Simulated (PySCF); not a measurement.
Br₃Pb, charge -1. Atoms are numbered in the order given.

```xyz
4

Pb     0.0000     0.0000     0.7052
Br     2.1278     1.2285    -0.5507
Br    -2.1278     1.2285    -0.5507
Br     0.0000    -2.4570    -0.5507
```
Charge -1, spin multiplicity 1.

The structure is a stationary point at PBE0-D3(BJ)/def2-SVPD. The isomer is the one that the SMILES or the coordinates give; other isomers of the formula were not compared. The def2 effective core potentials stand for the cores of Pb; spin–orbit coupling is left out.

All values below come from CAM-B3LYP/def2-SVPD (PySCF).

Mulliken values depend strongly on the basis, most of all with diffuse functions as here. ESP charges are fitted to the potential on shells at 1.4 to 2.0 van der Waals radii. Atomic charges (e):

```
atom  ESP fit  Mulliken
----  -------  --------
Pb1       [?]      0.93
Br2       [?]     -0.64
Br3       [?]     -0.64
Br4       [?]     -0.64
```

**Question.** Complete the blanks. (An estimate is asked for; the answer gives what the named calculation found.)

**Answer.** 
- Pb1, ESP fit: 0.41
- Br2, ESP fit: -0.47
- Br3, ESP fit: -0.47
- Br4, ESP fit: -0.47
